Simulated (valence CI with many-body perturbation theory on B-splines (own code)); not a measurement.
**Hyperfine factors and g values of Rh XXXIX**

Computed by relativistic CI+MBPT: five valence electrons over a frozen Dirac-Fock core [He], radial functions for each j: 9 s, 9 p, 8 d, 6 f, 3 g, 1 h, with the one-electron correlation potential Σ1 (screened to all orders), the two-electron term Σ2, the three-electron term Σ3, Breit, model QED; selected single and double excitations, second order for the rest (own B-spline code, finite nucleus).

No measured spectrum was set against this ion. As an estimate, large intervals hold to a few tenths of a per cent, small ones and those within an open d or f shell to about a per cent. Among the levels kept, up to 1700 cm⁻¹ of a level comes from second order outside the variational space, and about a tenth of that is noise between levels of different J, which matters for small intervals.

A/g_I is the dipole constant over the nuclear g factor μ/I (μ in nuclear magnetons, uniformly magnetised nucleus), B/Q the quadrupole constant per barn. Both hold the static response of the core; the bare values leave it out. Large factors of s and p1/2 electrons are usually good to 5 to 10 %; those of open d and f shells near neutrality can be off by tens of per cent, and small factors of p3/2, d and f electrons come from cancelling terms and can be off by a factor of two or in sign, in half-filled shells by more. B is blank for J = 1/2, where it vanishes, and for nearly pure S terms. Energies count from the lowest level.

Levels are named by their leading jj configuration (3d3/2^4 stands for four electrons in 3d with j = 3/2), which in mixed levels can hold well under half, so a name can repeat and another be missing. Letters in brackets count levels of one name in rising energy.

| Level | E (Ry) | g | A/g_I (MHz) | A/g_I bare | B/Q (MHz/b) | B/Q bare |
| --- | --- | --- | --- | --- | --- | --- |
| (2s^2 2p1/2^2 2p3/2) J=3/2 | 0.00 | 1.410 | 150000 | 157000 | 267000 | 268000 |
| (2s^2 2p1/2 2p3/2^2) J=3/2 | 10.07 | 1.420 | 5770 | 13100 | 70700 | 70900 |
| (2s^2 2p1/2 2p3/2^2) J=5/2 | 11.33 | 1.187 | 334000 | 336000 | -1530 | -1540 |
| (2s^2 2p1/2 2p3/2^2) J=1/2 | 13.05 | 0.649 | 1000000 | 997000 |  |  |
| (2s 2p1/2^2 2p3/2^2) J=5/2 | 22.56 | 1.509 | 751000 | 748000 | 136000 | 136000 |
| (2s^2 2p3/2^3) J=3/2 | 23.17 | 1.269 | 174000 | 178000 | -339000 | -340000 |
| (2s 2p1/2^2 2p3/2^2) J=1/2 | 26.39 | 2.212 | 2920000 | 2880000 |  |  |
| (2s 2p1/2^2 2p3/2^2) J=3/2 | 26.48 | 1.265 | -326000 | -309000 | -137000 | -137000 |
| (2s 2p1/2 2p3/2^3) J=3/2 [a] | 34.06 | 1.463 | 647000 | 643000 | -242000 | -243000 |
| (2s 2p1/2 2p3/2^3) J=5/2 | 35.97 | 1.266 | 932000 | 924000 | -448000 | -449000 |
| (2s 2p1/2 2p3/2^3) J=1/2 | 37.91 | 1.481 | -703000 | -677000 |  |  |
| (2s 2p1/2 2p3/2^3) J=3/2 [b] | 38.79 | 1.103 | 74500 | 84400 | 4250 | 4210 |
| (2s 2p3/2^4) J=1/2 | 49.32 | 1.606 | 2950000 | 2900000 |  |  |
| (2p1/2^2 2p3/2^3) J=3/2 | 52.64 | 1.322 | 155000 | 164000 | -307000 | -308000 |
| (2p1/2 2p3/2^4) J=1/2 | 63.90 | 0.649 | 1010000 | 996000 |  |  |
| (2s^2 2p1/2^2 3s) J=1/2 | 226.88 | 2.043 | 868000 | 858000 |  |  |
| (2s^2 2p1/2^2 3p1/2) J=1/2 | 230.66 | 0.662 | 281000 | 279000 |  |  |
| (2s^2 2p1/2^2 3p3/2) J=3/2 | 234.40 | 1.337 | 46700 | 48600 | 76100 | 76300 |
| (2s^2 2p1/2 2p3/2 3s) J=3/2 [a] | 237.19 | 1.674 | 232000 | 235000 | 199000 | 199000 |
| (2s^2 2p1/2 2p3/2 3s) J=1/2 | 237.62 | 1.286 | -342000 | -327000 |  |  |
| (2s^2 2p1/2 2p3/2 3s) J=5/2 | 238.18 | 1.352 | 461000 | 461000 | 225000 | 226000 |
| (2s^2 2p1/2^2 3d3/2) J=3/2 | 238.27 | 0.783 | 30000 | 29800 | 12100 | 12300 |
| (2s^2 2p1/2 2p3/2 3s) J=3/2 [b] | 238.51 | 1.003 | 305000 | 310000 | 146000 | 147000 |
| (2s^2 2p1/2^2 3d5/2) J=5/2 | 239.71 | 1.202 | 22000 | 22100 | 3920 | 4150 |
| (2s^2 2p1/2 2p3/2 3p1/2) J=1/2 | 240.95 | 1.692 | -150000 | -138000 |  |  |
| (2s^2 2p1/2 2p3/2 3p1/2) J=3/2 [a] | 241.31 | 1.149 | 225000 | 228000 | 44000 | 44100 |
| (2s^2 2p1/2 2p3/2 3p1/2) J=5/2 | 242.05 | 1.106 | 356000 | 358000 | 222000 | 223000 |
| (2s^2 2p1/2 2p3/2 3p1/2) J=3/2 [b] | 243.41 | 1.385 | 235000 | 240000 | 259000 | 260000 |
| (2s^2 2p1/2 2p3/2 3p3/2) J=5/2 [a] | 244.23 | 1.428 | 12900 | 17500 | 328000 | 329000 |
| (2s^2 2p1/2 2p3/2 3p3/2) J=1/2 [a] | 244.53 | 1.702 | -235000 | -228000 |  |  |
| (2s^2 2p1/2 2p3/2 3p3/2) J=3/2 [a] | 244.89 | 1.199 | 291000 | 291000 | -189000 | -189000 |
| (2s^2 2p1/2 2p3/2 3p3/2) J=7/2 | 245.32 | 1.255 | 233000 | 235000 | 312000 | 313000 |
| (2s^2 2p1/2 2p3/2 3p3/2) J=3/2 [b] | 245.70 | 1.371 | 94700 | 99500 | 62500 | 62700 |
| (2s^2 2p1/2 2p3/2 3p3/2) J=5/2 [b] | 246.31 | 1.197 | 313000 | 314000 | 23900 | 23900 |
| (2s^2 2p1/2 2p3/2 3p3/2) J=1/2 [b] | 247.11 | 0.682 | 993000 | 988000 |  |  |
| (2s 2p1/2^2 2p3/2 3s) J=5/2 | 247.87 | 1.717 | 817000 | 814000 | 220000 | 220000 |
| (2s^2 2p1/2 2p3/2 3d3/2) J=3/2 [a] | 248.64 | 0.937 | 63800 | 65400 | -152000 | -152000 |
| (2s^2 2p1/2 2p3/2 3d3/2) J=5/2 | 248.77 | 0.979 | 162000 | 163000 | -42000 | -42000 |
| (2s^2 2p1/2 2p3/2 3d3/2) J=1/2 [a] | 248.84 | 0.224 | 222000 | 214000 |  |  |
| (2s 2p1/2^2 2p3/2 3s) J=3/2 [a] | 249.13 | 1.586 | 910000 | 907000 | 152000 | 152000 |

(1) Take the isotope of mass number 103, with I = 1/2, μ = -0.08829 μN. What is the hyperfine structure of (2s^2 2p1/2 2p3/2^2) J=5/2?

Answers

(1) From the table A = -58900 MHz. Shifts from the centre of gravity in MHz: F = 2: 103000, F = 3: -73600.
